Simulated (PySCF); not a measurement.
CH2O3, SMILES O=C(O)O. Geometry optimised at PBE-D3(BJ)/def2-SVP. Other conformers were not sampled.

Problem. Give the equilibrium geometry at PBE-D3(BJ)/def2-SVP (PySCF confirms it by a frequency run) as Cartesian coordinates in Å, and its point group. (Estimate from the structure and the level; the computed values follow.)

Solution. Several could match; the one computed here: point group C2v.
```xyz
6

O      0.0000     1.0939    -0.6863
C      0.0000     0.0000     0.0999
O      0.0000     0.0000     1.3150
O      0.0000    -1.0939    -0.6863
H      0.0000     1.8524    -0.0689
H      0.0000    -1.8524    -0.0689
```
